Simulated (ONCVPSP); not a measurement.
chromium (Cr): ONCV pseudisation with LDA (Perdew-Zunger), scalar-relativistic reference atom.

```
Element                 : Cr
Generator               : ONCVPSP 4.0.1
Type                    : optimised norm-conserving Vanderbilt (ONCV)
Functional              : LDA (Perdew-Zunger)
Relativity              : scalar-relativistic
Frozen core             : [Ne]
Valence charge          : 14
Reference configuration : 3s2 3p6 3d5 4s0.5 4p0.5
Partial waves           : 3s+4s: rc 1.35 bohr, ncon 4, nbas 8, qcut 7.5 1/bohr, 2 projectors; 3p+4p: rc 1.75 bohr, ncon 4, nbas 8, qcut 9.8 1/bohr, 2 projectors; 3d: rc 2.15 bohr, ncon 3, nbas 8, qcut 6 1/bohr, 2 projectors, debl 0.7 Ha
Local potential         : polynomial inside 0.90 bohr (lpopt 5, dvloc0 6 Ha)
Core correction         : Teter function, parameters optimised by the program
```

Calculated quality:

```
Cutoffs needed             : 26 Ha and 32 Ha (the cutoffs (Ha) at which the residual kinetic energy of the hardest occupied pseudo-wave falls to 1 and 0.1 mHa per electron)
Ghost test                 : no bound ghost flagged; no localised positive-energy state flagged
Configuration tests        : 1 of 4 tests not solved or not reliable
rms error of d²Exc/dni dnj : 3.08 mHa without and 1.65 mHa with the model core
```

Generation and tests took about 5.9 s on one core of a shared server CPU.
